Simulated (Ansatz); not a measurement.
Harmonic frequencies (cm⁻¹) at PBE0-D4/def2-TZVP from Ansatz: 69, 93, 114, 233, 306, 619, 670, 862, 1182, 1189, 1236, 1484, 1493, 1500, 3007, 3070, 3082, 3952.

Each molecule was computed in one conformer, which needn't be the lowest.

Q: Which molecule is it?
A. `CO[SiH2]`•
B. `[SiH3]O[B]S`•
C. `[CH3][Ge]([F])[SH]`•
D. `C[O][Al][OH]`•

A: D.
